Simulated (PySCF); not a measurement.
**CaH: frontier orbitals**

PBE at R = 1.992 Å; Ca def2-TZVPP, H def2-TZVPP; no relativity (PySCF 2.14). State: ²Σ⁺ (doublet), unpaired electrons σ ↑. Only the outer orbitals are listed, counted within each symmetry.

```json
{"spin": "α", "orbital": "4σ", "occ.": "1", "ε (eV)": "-45.98", "on Ca (%)": "100", "main shells (%)": "100 Ca s"}
{"spin": "α", "orbital": "2π", "occ.": "1", "ε (eV)": "-27.50", "on Ca (%)": "100", "main shells (%)": "100 Ca p"}
{"spin": "α", "orbital": "2π", "occ.": "1", "ε (eV)": "-27.50", "on Ca (%)": "100", "main shells (%)": "100 Ca p"}
{"spin": "α", "orbital": "5σ", "occ.": "1", "ε (eV)": "-27.23", "on Ca (%)": "100", "main shells (%)": "100 Ca p"}
{"spin": "α", "orbital": "6σ", "occ.": "1", "ε (eV)": "-5.45", "on Ca (%)": "38", "main shells (%)": "62 H s, 27 Ca s, 8 Ca d"}
{"spin": "α", "orbital": "7σ", "occ.": "1", "ε (eV)": "-3.41", "on Ca (%)": "93", "main shells (%)": "56 Ca s, 25 Ca p, 11 Ca d"}
{"spin": "α", "orbital": "3π", "occ.": "0", "ε (eV)": "-1.76", "on Ca (%)": "100", "main shells (%)": "65 Ca p, 35 Ca d"}
{"spin": "α", "orbital": "3π", "occ.": "0", "ε (eV)": "-1.76", "on Ca (%)": "100", "main shells (%)": "65 Ca p, 35 Ca d"}
{"spin": "α", "orbital": "8σ", "occ.": "0", "ε (eV)": "-1.53", "on Ca (%)": "96", "main shells (%)": "60 Ca d, 36 Ca p"}
{"spin": "β", "orbital": "4σ", "occ.": "1", "ε (eV)": "-45.88", "on Ca (%)": "100", "main shells (%)": "100 Ca s"}
{"spin": "β", "orbital": "2π", "occ.": "1", "ε (eV)": "-27.41", "on Ca (%)": "100", "main shells (%)": "100 Ca p"}
{"spin": "β", "orbital": "2π", "occ.": "1", "ε (eV)": "-27.41", "on Ca (%)": "100", "main shells (%)": "100 Ca p"}
{"spin": "β", "orbital": "5σ", "occ.": "1", "ε (eV)": "-27.06", "on Ca (%)": "100", "main shells (%)": "100 Ca p"}
{"spin": "β", "orbital": "6σ", "occ.": "1", "ε (eV)": "-5.21", "on Ca (%)": "40", "main shells (%)": "60 H s, 25 Ca s, 9 Ca d"}
{"spin": "β", "orbital": "7σ", "occ.": "0", "ε (eV)": "-2.58", "on Ca (%)": "94", "main shells (%)": "66 Ca s, 16 Ca p, 12 Ca d"}
{"spin": "β", "orbital": "1δ", "occ.": "0", "ε (eV)": "-1.15", "on Ca (%)": "100", "main shells (%)": "100 Ca d"}
{"spin": "β", "orbital": "1δ", "occ.": "0", "ε (eV)": "-1.15", "on Ca (%)": "100", "main shells (%)": "100 Ca d"}
```

Problem. Which are the highest filled and the lowest empty level, where do they sit, and how wide is the gap?

Solution. Highest filled α 7σ at -3.41 eV (in %: 56 Ca s, 25 Ca p, 11 Ca d); lowest empty β 7σ at -2.58 eV (in %: 66 Ca s, 16 Ca p, 12 Ca d); the gap at PBE is 0.83 eV.

The bond order (Mayer) is 0.91. The ⟨S²⟩ is 0.751. The charge on Ca (Mulliken, basis-dependent) is 0.31. The charge on Ca (Löwdin, basis-dependent) is 0.26 and the dipole moment (positive dipole means Ca(−)H(+)) is -2.42 D. The polarisability along the bond is 113.6 bohr³ and the polarisability across the bond is 162.0 bohr³.

The state was picked by a PBE0 search and need not be the measured ground state.
